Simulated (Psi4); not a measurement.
F₃OTa, charge -1, doublet, at a GFN2-xTB geometry (such geometries of metal compounds can be far from the true shape) (the multiplicity is a formal guess) (core potentials on Ta) (a gas-phase anion, which may not be bound at this level).

Here is a job for Psi4.
```
memory 2 GB

molecule mol {
-1 2
Ta    0.079342    0.056098   -0.013634
O     1.352121    0.835253   -0.879220
F     0.951084   -1.481904    0.778636
F    -1.569071   -1.181176   -0.114988
F    -1.227454    1.465617    0.228467
}

set {
  basis def2-sv(p)
  reference uks
}

energy('pbe')
print_variables()
```

**Question.** What does this run give for the total energy, number of basis functions, <S^2>, nuclear repulsion energy?

**Answer.** 
- total energy: -431.441969 Ha
- number of basis functions: 81
- <S^2>: 0.752
- nuclear repulsion energy: 206.2239 Eh

A gas-phase anion may not be bound at this level; its values then depend on the basis.

These values belong to the state on which the SCF converged, which isn't shown to be the lowest.
